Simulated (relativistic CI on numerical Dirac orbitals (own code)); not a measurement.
## Nb²⁺: resonant inelastic scattering at the M2,3 edge

Computed with this model: Dirac-Coulomb-Breit CI, orbitals from a KLI potential per configuration, a model potential for QED, valence Slater integrals scaled by 0.7, Kramers-Heisenberg scattering through one core-hole configuration in a parametric crystal field; configurations [Kr] 4d3 → [Ne] 3s2 3p5 3d10 4s2 4p6 4d4; 80 K; core-hole width 1.2 eV; summed over polarisations. Incident energies are the highest absorption maxima for each field (at most a few, so the weaker spin-orbit partner edge can be absent), on the computed scale of the free ion. Intensities are in per cent of the strongest line above 0.02 eV; levels within 1 cm⁻¹ are merged; final levels count from the ground level, the first row holds all elastic scattering, lines under 0.4 are left out and each table stops after 24 rows. The scale of the Slater integrals is a model choice and moves the terms in proportion.

Field parameters in Wybourne normalisation: D3d B²₀ = −7Dσ, B⁴₀ = −14Dq − 21Dτ, B⁴₃ = −14√(10/7) Dq; Oh B⁴₀ = 21Dq, B⁴₄ = √(5/14) B⁴₀. The field is a parameter set, without covalency.

S is read from ⟨S²⟩ = S(S + 1).

Oh, 10Dq = 19750 cm⁻¹:

| Final level (eV) | Degeneracy | Irrep | S | 366.6 eV | 381.6 eV | 382.1 eV |
| --- | --- | --- | --- | --- | --- | --- |
| 0.000 | 4 | Γ8 | 1.50 | 696.1 | 123.2 | 111.9 |
| 1.189 | 4 | Γ8 | 0.50 | 2.2 | 12.8 | 5.7 |
| 1.233 | 4 | Γ8 | 0.50 | 10.3 | 13.9 | 6.4 |
| 1.249 | 2 | Γ6 | 0.50 | 8.0 | 13.6 | 6.6 |
| 1.883 | 4 | Γ8 | 0.51 | 23.5 | 25.4 | 13.0 |
| 1.905 | 2 | Γ7 | 0.51 | 11.7 | 19.8 | 9.6 |
| 2.428 | 2 | Γ7 | 1.50 | 44.2 | 2.9 | 7.0 |
| 2.444 | 4 | Γ8 | 1.50 | 100.0 | 10.4 | 23.7 |
| 2.467 | 4 | Γ8 | 1.50 | 85.3 | 5.2 | 13.3 |
| 2.469 | 2 | Γ6 | 1.50 | 43.6 | 3.5 | 8.9 |
| 3.104 | 2 | Γ6 | 1.48 | 38.7 | 0.7 | 1.4 |
| 3.117 | 4 | Γ8 | 1.50 | 48.4 | 3.0 | 5.9 |
| 3.123 | 2 | Γ7 | 1.50 | 13.8 | 4.4 | 8.6 |
| 3.124 | 4 | Γ8 | 1.50 | 26.1 | 9.3 | 18.6 |
| 3.619 | 2 | Γ6 | 0.50 | 0.6 | 0.3 | 0.5 |
| 3.620 | 2 | Γ7 | 0.50 | 0.5 | 0.5 | 0.4 |
| 3.626 | 4 | Γ8 | 0.50 | 2.4 | 1.2 | 1.7 |
| 3.664 | 4 | Γ8 | 0.50 | 0.9 | 0.4 | 0.6 |
| 4.110 | 2 | Γ6 | 0.50 | 1.5 | 0.7 | 0.9 |
| 4.116 | 4 | Γ8 | 0.51 | 2.6 | 1.4 | 1.8 |
| 4.464 | 2 | Γ7 | 0.51 | 0.3 | 0.8 | 0.3 |
| 4.500 | 4 | Γ8 | 0.50 | 0.5 | 0.9 | 0.5 |
| 5.140 | 4 | Γ8 | 1.50 | 0.4 | 0.4 | 0.8 |
| 5.171 | 4 | Γ8 | 1.49 | 1.2 | 0.1 | 0.3 |

Oh, 10Dq = 19550 cm⁻¹:

```tsv
Final level (eV)	Degeneracy	Irrep	S	366.5 eV	381.6 eV	383.5 eV
0.000	4	Γ8	1.50	732.7	130.8	62.8
1.189	4	Γ8	0.50	2.3	13.4	4.1
1.233	4	Γ8	0.50	11.9	14.6	1.4
1.249	2	Γ6	0.50	9.0	14.3	1.2
1.881	4	Γ8	0.51	27.7	26.6	2.3
1.903	2	Γ7	0.51	13.9	20.7	1.7
2.403	2	Γ7	1.50	44.5	3.0	1.8
2.419	4	Γ8	1.49	100.0	11.0	8.6
2.442	4	Γ8	1.50	87.8	5.5	3.7
2.444	2	Γ6	1.50	44.4	3.7	2.4
3.079	2	Γ6	1.48	38.0	0.7	1.0
3.092	4	Γ8	1.50	48.5	3.2	2.6
3.097	2	Γ7	1.50	13.8	4.7	2.1
3.098	4	Γ8	1.50	26.0	9.9	4.3
3.594	2	Γ6	0.50	0.6	0.4	3.3
3.595	2	Γ7	0.50	0.5	0.5	2.1
3.600	4	Γ8	0.50	2.3	1.3	8.6
3.639	4	Γ8	0.50	0.8	0.4	4.0
4.084	2	Γ6	0.50	1.4	0.7	5.7
4.091	4	Γ8	0.51	2.4	1.5	10.7
4.440	2	Γ7	0.51	0.3	0.8	0.2
4.475	4	Γ8	0.50	0.6	0.9	0.7
5.092	4	Γ8	1.50	0.4	0.4	0.2
5.122	4	Γ8	1.49	1.3	0.1	0.1
```

D3d, 10Dq = 35550, Dσ = -130, Dτ = 270 cm⁻¹:

| Final level (eV) | Degeneracy | Irrep | S | 364.7 eV | 367.9 eV | 368.8 eV |
| --- | --- | --- | --- | --- | --- | --- |
| 0.000 | 2 | Γ4 | 1.50 | 908.5 | 851.5 | 543.6 |
| 0.000 | 2 | Γ5+Γ6 | 1.50 | 16.4 | 0.9 | 2.6 |
| 1.163 | 2 | Γ5+Γ6 | 0.50 | 22.0 | 1.2 | 2.6 |
| 1.195 | 2 | Γ4 | 0.50 | 23.4 | 1.1 | 2.7 |
| 1.236 | 2 | Γ5+Γ6 | 0.50 | 15.5 | 1.6 | 1.7 |
| 1.241 | 2 | Γ4 | 0.50 | 16.5 | 2.2 | 1.8 |
| 1.264 | 2 | Γ4 | 0.50 | 24.8 | 2.4 | 1.8 |
| 1.962 | 2 | Γ4 | 0.50 | 29.3 | 3.4 | 2.4 |
| 2.043 | 2 | Γ4 | 0.50 | 39.0 | 4.0 | 2.6 |
| 2.061 | 2 | Γ5+Γ6 | 0.50 | 26.0 | 2.9 | 2.1 |
| 4.482 | 2 | Γ4 | 1.50 | 3.4 | 86.9 | 21.6 |
| 4.483 | 2 | Γ5+Γ6 | 1.50 | 3.5 | 94.6 | 28.6 |
| 4.542 | 2 | Γ4 | 1.50 | 3.9 | 100.0 | 28.8 |
| 4.555 | 2 | Γ4 | 1.50 | 3.8 | 95.2 | 25.2 |
| 4.567 | 2 | Γ5+Γ6 | 1.50 | 3.6 | 91.3 | 24.4 |
| 4.580 | 2 | Γ4 | 1.50 | 3.4 | 83.1 | 21.8 |
| 5.154 | 2 | Γ4 | 1.49 | 2.2 | 51.0 | 17.0 |
| 5.159 | 2 | Γ5+Γ6 | 1.50 | 1.8 | 38.2 | 15.0 |
| 5.287 | 2 | Γ4 | 1.49 | 2.3 | 55.2 | 19.1 |
| 5.295 | 2 | Γ4 | 1.50 | 1.7 | 43.9 | 17.1 |
| 5.300 | 2 | Γ5+Γ6 | 1.50 | 1.2 | 35.0 | 13.6 |
| 5.304 | 2 | Γ4 | 1.50 | 0.8 | 28.5 | 10.0 |
| 5.509 | 2 | Γ4 | 0.54 | 0.1 | 0.9 | 0.9 |
| 5.630 | 2 | Γ4 | 0.50 | 0.1 | 1.4 | 5.4 |

For the first field the strongest loss at the lowest incident energy is the level at 2.44 eV (S = 1.50, against 1.50 in the thermal ground state). Levels of other spin, the first over 8 % at 1.19 eV, appear because spin-orbit coupling of the core hole, and in heavier ions of the valence shell too, mixes spins.
